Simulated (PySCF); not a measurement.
HOP, SMILES O=P. Atoms are numbered in the order given.

```xyz
3

P     -0.1148    -0.4750     0.0000
O      0.0561     1.0156     0.0000
H      1.2732    -1.0001     0.0000
```

The structure is a stationary point at PBE-D3(BJ)/def2-TZVPD.

Calculation: PBE-D3(BJ)/def2-TZVPD (PySCF).

Frequencies are harmonic and unscaled.

```tsv
mode	ν (cm⁻¹)	IR (km/mol)	moving atoms (share of kinetic energy)
1	957	19.1	H 88 %
2	1170	55.6	O 67 %, P 33 %
3	2019	256.3	H 97 %
```
